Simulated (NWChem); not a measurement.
# C4H7Cl; SMILES C/C=C(\C)Cl

Results from NWChem. Coordinates come from a B3LYP/6-31G* (spherical d) optimisation.

**Question.** What does the run give for LDA (Slater exchange, VWN5)/def2-SVP? Quantities: highest occupied level (eV); orbital gap (eV); dipole (D).

**Answer.** 
* **highest occupied level (eV)**: -5.71
* **orbital gap (eV)**: 5.02
* **dipole (D)**: 1.85
